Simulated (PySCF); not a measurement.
Geometry:
| atom | x (Å) | y (Å) | z (Å) |
| --- | --- | --- | --- |
| C1 | 1.629 | 2.080 | -1.354 |
| C2 | 1.669 | 0.621 | -1.776 |
| C3 | 2.191 | -0.294 | -0.680 |
| C4 | 2.111 | -1.779 | -0.988 |
| S5 | 0.432 | -2.443 | -1.329 |
| Si6 | -0.628 | -1.989 | 0.466 |
| C7 | -2.158 | -3.051 | 0.456 |
| Cl8 | 0.560 | -2.485 | 2.113 |
| C9 | -1.056 | -0.171 | 0.632 |
| C10 | -1.702 | 0.464 | -0.441 |
| C11 | -2.071 | 1.805 | -0.360 |
| C12 | -1.794 | 2.534 | 0.796 |
| C13 | -1.151 | 1.919 | 1.868 |
| C14 | -0.785 | 0.576 | 1.786 |
| H15 | 1.255 | 2.725 | -2.164 |
| H16 | 0.964 | 2.218 | -0.486 |
| H17 | 2.629 | 2.447 | -1.071 |
| H18 | 0.657 | 0.288 | -2.060 |
| H19 | 2.292 | 0.500 | -2.679 |
| H20 | 1.654 | -0.088 | 0.261 |
| H21 | 3.251 | -0.058 | -0.470 |
| H22 | 2.674 | -2.026 | -1.902 |
| H23 | 2.535 | -2.374 | -0.165 |
| H24 | -2.789 | -2.793 | -0.409 |
| H25 | -1.897 | -4.118 | 0.395 |
| H26 | -2.741 | -2.874 | 1.372 |
| H27 | -1.906 | -0.093 | -1.361 |
| H28 | -2.569 | 2.285 | -1.206 |
| H29 | -2.078 | 3.588 | 0.859 |
| H30 | -0.929 | 2.488 | 2.774 |
| H31 | -0.276 | 0.100 | 2.628 |

Geometry: PBE0-D3(BJ)/def2-SVP; GIAO shifts from PySCF, gas phase, non-relativistic, averaged over equivalent atoms.

At PBE0/pcSseg-1 (344 basis functions):
```csv
atoms,δ (ppm)
C9,143.1
C10/C14,140.1
C12,136.5
C11/C13,134.1
C4,34.8
C3,33.3
C2,21.8
C1,14.7
C7,5.6
S5,-116.1
Si6,36.5
Cl8,3.3
H27/H31,7.90
H28/H30,7.53
H29,7.52
H23,3.18
H22,2.27
H18,1.31
H21,1.00
H20,0.70
H24/H25/H26,0.67
H19,0.57
H15/H16/H17,-0.26
```

δ = σ(ref) − σ, references computed at the same level: $^{13}$C (184.41 ppm), $^{29}$Si (351.99 ppm), $^{1}$H (31.27 ppm) against TMS; $^{33}$S (495.66 ppm) against CS2; $^{35}$Cl (943.27 ppm) against HCl.

Problem. What do these become at wB97X-D/pcSseg-1?

Solution. 
```json
{"atoms": "C9", "δ at wB97X-D/pcSseg-1": "143.7", "change": "+0.6"}
{"atoms": "C10/C14", "δ at wB97X-D/pcSseg-1": "141.4", "change": "+1.3"}
{"atoms": "C12", "δ at wB97X-D/pcSseg-1": "137.8", "change": "+1.3"}
{"atoms": "C11/C13", "δ at wB97X-D/pcSseg-1": "135.1", "change": "+1.0"}
{"atoms": "C4", "δ at wB97X-D/pcSseg-1": "33.5", "change": "-1.3"}
{"atoms": "C3", "δ at wB97X-D/pcSseg-1": "32.7", "change": "-0.6"}
{"atoms": "C2", "δ at wB97X-D/pcSseg-1": "21.3", "change": "-0.5"}
{"atoms": "C1", "δ at wB97X-D/pcSseg-1": "14.9", "change": "+0.2"}
{"atoms": "C7", "δ at wB97X-D/pcSseg-1": "5.6", "change": "+0.0"}
{"atoms": "S5", "δ at wB97X-D/pcSseg-1": "-121.9", "change": "-5.8"}
{"atoms": "Si6", "δ at wB97X-D/pcSseg-1": "38.3", "change": "+1.8"}
{"atoms": "Cl8", "δ at wB97X-D/pcSseg-1": "-3.1", "change": "-6.4"}
{"atoms": "H27/H31", "δ at wB97X-D/pcSseg-1": "7.91", "change": "+0.01"}
{"atoms": "H28/H30", "δ at wB97X-D/pcSseg-1": "7.54", "change": "+0.01"}
{"atoms": "H29", "δ at wB97X-D/pcSseg-1": "7.55", "change": "+0.03"}
{"atoms": "H23", "δ at wB97X-D/pcSseg-1": "3.06", "change": "-0.12"}
{"atoms": "H22", "δ at wB97X-D/pcSseg-1": "2.19", "change": "-0.08"}
{"atoms": "H18", "δ at wB97X-D/pcSseg-1": "1.25", "change": "-0.06"}
{"atoms": "H21", "δ at wB97X-D/pcSseg-1": "0.96", "change": "-0.04"}
{"atoms": "H20", "δ at wB97X-D/pcSseg-1": "0.63", "change": "-0.07"}
{"atoms": "H24/H25/H26", "δ at wB97X-D/pcSseg-1": "0.66", "change": "-0.01"}
{"atoms": "H19", "δ at wB97X-D/pcSseg-1": "0.54", "change": "-0.03"}
{"atoms": "H15/H16/H17", "δ at wB97X-D/pcSseg-1": "-0.26", "change": "+0.00"}
```

Shifts are taken against calculated references (same method and geometry level): $^{13}$C (σ = 184.54 ppm) and $^{29}$Si (σ = 352.93 ppm) and $^{1}$H (σ = 31.38 ppm) vs TMS; $^{33}$S (σ = 493.71 ppm) vs CS2; HCl for $^{35}$Cl (σ = 939.37 ppm).

The largest change is at Cl8 (chlorine bonded to Si). Cost: 344 basis functions. The order of the carbon signals is the same at both levels.
